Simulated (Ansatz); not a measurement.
Frontier orbitals of BCl2HO (`OB(Cl)Cl`).

The species carries charge 0 and has multiplicity 1. The geometry is a stationary point of PBE0-D4/def2-TZVP. It is one conformer, not always the lowest. Basis def2-TZVPP, Ansatz.

A caution on the coupled-cluster cation, which keeps the state that its UHF reference found: large T1 diagnostic of the cation.

```json
{"functional": "PBE", "HOMO (eV)": "-7.63", "LUMO (eV)": "-1.37", "gap (eV)": "6.26"}
{"functional": "B97M-V", "HOMO (eV)": "-8.10", "LUMO (eV)": "-0.87", "gap (eV)": "7.23"}
{"functional": "PBE0", "HOMO (eV)": "-9.08", "LUMO (eV)": "-0.37", "gap (eV)": "8.71"}
{"functional": "HSE06 (plane-wave form)", "HOMO (eV)": "-8.68", "LUMO (eV)": "-0.76", "gap (eV)": "7.92"}
{"functional": "CAM-B3LYP", "HOMO (eV)": "-10.47", "LUMO (eV)": "0.82", "gap (eV)": "11.29"}
{"functional": "LC-ωPBE", "HOMO (eV)": "-11.93", "LUMO (eV)": "1.99", "gap (eV)": "13.92"}
{"functional": "ωB97X-V", "HOMO (eV)": "-11.53", "LUMO (eV)": "1.95", "gap (eV)": "13.48"}
{"functional": "ωB97M-V", "HOMO (eV)": "-11.35", "LUMO (eV)": "1.80", "gap (eV)": "13.15"}
```

(1) What is the vertical ionisation energy at frozen-core CCSD(T)/CBS(def2)? (Best estimate.)

Results:

(1) The calculation gave: 12.04 eV (T1 of the cation 0.052).

From PBE to PBE0 the HOMO moves by −1.46 eV and the LUMO by +1.00 eV, and with ωB97M-V by −3.72 and +3.17 eV, so the gap grows from 6.26 to 13.15 eV with exact exchange. A positive LUMO is unbound and depends on the basis. −ε(HOMO) differs from that ionisation energy by −4.41 eV with PBE and −0.69 eV with ωB97M-V.

LC-ωPBE has ω = 0.4 bohr⁻¹.
